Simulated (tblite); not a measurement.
C4H2F3N3.
Atom-mapped SMILES: `[F:1][C:2]([F:3])([F:4])[c:5]1[cH:6][cH:7][n:8][n:9][n:10]1` (hydrogens: H11 on C6; H12 on C7)

A start from a force field or distance geometry was refined with tblite, GFN2-xTB geometry optimisation, gas phase. Values at the start:

```csv
coordinate,start
F1–C2,1.373 Å
C2–F4,1.402 Å
C2–C5,1.491 Å
C5–C6,1.378 Å
C5–N10,1.347 Å
C6–C7,1.399 Å
C6–H11,1.074 Å
C7–N8,1.352 Å
C7–H12,1.091 Å
N8–N9,1.317 Å
N9–N10,1.347 Å
F1–C2–F3,111.2°
F1–C2–F4,105.4°
F1–C2–C5,113.3°
C2–C5–C6,117.3°
C2–C5–N10,121.1°
F4–C2–C5,109.9°
C5–C6–C7,115.2°
N8–N9–N10,120.6°
F1–C2–C5–C6,-91°
```

Problem. How do these coordinates change at the GFN2-xTB level?

Solution. 
```tsv
coordinate	GFN2-xTB (Å or °)	change
C2–F4	1.328	-0.074
N9–N10	1.287	-0.060
F1–C2	1.342	-0.031
N8–N9	1.287	-0.030
C7–N8	1.325	-0.027
C2–C5	1.515	+0.024
C5–N10	1.327	-0.020
C5–C6	1.390	+0.012
C7–H12	1.081	-0.010
C6–C7	1.392	-0.007
C6–H11	1.078	+0.004
F1–C2–F3	106.4	-4.8
C2–C5–N10	116.9	-4.2
C2–C5–C6	121.3	+4.0
F4–C2–C5	113.2	+3.3
F1–C2–C5	111.0	-2.3
F1–C2–F4	107.6	+2.2
N8–N9–N10	122.5	+1.9
C5–C6–C7	113.9	-1.3
F1–C2–C5–C6	-87	+4
```

The energy falls by 0.447 eV over 28 L-BFGS steps, the largest force on an atom goes from 2.91 to 0.009 eV/Å, and the atoms move by 0.075 Å rms after alignment. The bond that changes most is C2–F4 (CF3 carbon to fluorine of a CF3 group), which shortens by 0.074 Å. Bonds longer at the end by more than 0.005 Å: 2 of 12; shorter: 9. Rotational constants go from 2863, 960.0, 832.9 to 3030, 976.3, 847.4 MHz.

Its lowest GFN2-xTB frequency is 10 cm⁻¹, too small to tell a flat minimum from a shallow saddle.

Conformer computed: `[F:1][C:2]([F:3])([F:4])[c:5]1[cH:6][cH:7][n:8][n:9][n:10]1`: F1–C2–C5–C6 -87°.
